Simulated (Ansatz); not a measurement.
```yaml
crystal:
  periodic: [false, false, false]
  atoms:
    - {symbol: F, position_ang: [1.906009, -0.508959, 3.011018]}
    - {symbol: Sc, position_ang: [1.307831, -0.899526, 0.921554]}
    - {symbol: Cl, position_ang: [2.593071, -2.706249, 0.095327]}
    - {symbol: O, position_ang: [0.133912, -0.035830, 0.075640]}
    - {symbol: Si, position_ang: [-1.128468, 0.863758, -0.965334]}
    - {symbol: H, position_ang: [-2.335430, 0.803361, 0.338129]}
    - {symbol: H, position_ang: [-1.411220, 0.171326, -1.930558]}
    - {symbol: H, position_ang: [-0.649791, 2.397367, -1.150485]}
basis:
  gaussian: {orbitals: def2-mTZVPP}
magnetization: {spin_polarized: true, initial_magnetization: 4}
hamiltonian: {xc: {name: SPW92}}
```

```sh
$ ansatz run in.yaml --threads 2 --pin off --events-out ev --progress --plain --max-ram 22528MiB --backend cpu
```

It prints (some lines left out):

```
Functional definition: SPW92
1405 factors; their error is unknown
mean field evaluation 1: about -45723.0810 eV, gradient 7.3e1 eV
mean field evaluation 2: about -44969.0201 eV, gradient 2.6e2 eV
mean field evaluation 4: about -45667.1885 eV, gradient 1.3e2 eV
mean field evaluation 8: about -45751.6319 eV, gradient 8.6e0 eV
mean field evaluation 16: about -45752.3639 eV, gradient 1.3e-3 eV
mean field -45752.36388732 eV, -1681.3683607929 hartree, gradient 1.9e-6 eV, S^2 6.004863; 10 other end points of the search recorded, 0 dependent functions left out
reference -45752.36395290 eV, -1681.3683632031 hartree; 38, 34 occupied and 112, 116 virtual orbitals, 1405 factors
Total energy: -45752.36395290 eV, -1681.3683632031 hartree
```

In this input the spin is set far too high for this molecule. Self-consistency was reached. The result belongs to that input, not to the molecule as meant.
